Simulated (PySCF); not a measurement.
Structure with atom numbers: `[CH2:1]=[C:2]([CH3:3])[O:4][C@@H:5]1[SiH2:6][C@H:7]1[O:8][CH3:9]` (H(Xn): hydrogen on atom n). Ha(C1) is cis to C3; Ha(Si6) is cis to O4 on the ring; Hb(C1) is trans to C3; Hb(Si6) is trans to O4 on the ring.

No relativistic terms, single conformer, isolated molecule, rapidly exchanging positions averaged. Structure optimised with GFN2-xTB; GIAO PBE0/pcSseg-1 shieldings; PySCF 2.14.0 with density-fitted response routines.

Q: Predict the 2D correlation tables (HSQC, COSY, HMBC).

A: 

HSQC (one-bond C–H):
| δH | δC |
| --- | --- |
| 4.44 (Hb(C1)) | 89.2 (C1) |
| 4.29 (Ha(C1)) | 89.2 (C1) |
| 4.11 (H(C5)) | 60.7 (C5) |
| 3.76 (H(C7)) | 71.2 (C7) |
| 3.46 (H(C9)) | 62.4 (C9) |
| 1.87 (H(C3)) | 24.3 (C3) |

COSY cross peaks (H two or three bonds apart, from the bond graph; peaks can be absent where the dihedral angle is near 90°):
| δH | δH |
| --- | --- |
| 4.44 (Hb(C1)) | 4.29 (Ha(C1)) |
| 4.11 (H(C5)) | 3.76 (H(C7)) |
| 4.11 (H(C5)) | 2.87 (Hb(Si6)) |
| 4.11 (H(C5)) | 2.83 (Ha(Si6)) |
| 3.76 (H(C7)) | 2.87 (Hb(Si6)) |
| 3.76 (H(C7)) | 2.83 (Ha(Si6)) |
| 2.87 (Hb(Si6)) | 2.83 (Ha(Si6)) |

HMBC (two and three bonds, from the bond graph):
| δH | δC |
| --- | --- |
| 4.44 (Hb(C1)) | 168.9 (C2), 24.3 (C3) |
| 4.29 (Ha(C1)) | 168.9 (C2), 24.3 (C3) |
| 4.11 (H(C5)) | 168.9 (C2), 71.2 (C7) |
| 3.76 (H(C7)) | 62.4 (C9), 60.7 (C5) |
| 3.46 (H(C9)) | 71.2 (C7) |
| 2.87 (Hb(Si6)) | 71.2 (C7), 60.7 (C5) |
| 2.83 (Ha(Si6)) | 71.2 (C7), 60.7 (C5) |
| 1.87 (H(C3)) | 168.9 (C2), 89.2 (C1) |

References, each an isolated molecule treated in the same way: $^{1}$H (σ = 31.72 ppm), $^{13}$C (σ = 186.93 ppm) vs TMS.

Short H···H contacts in this conformer between protons four or more bonds apart (candidates for NOE cross peaks, intensity ∝ r⁻⁶): Hb(C1)···H(C5) 2.38 Å, Ha(C1)···H(C3) 2.41 Å, H(C7)···H(C9) 2.53 Å.

Shifts are as computed. Against solution values, carbons near 30 ppm lie about +3 ppm off and those near 130 ppm about +5 ppm. Of 1211 compounds with measured shifts, 218 miss one by over three times the rms of a fit or turn the order of signals round; such compounds aren't used in these exercises.
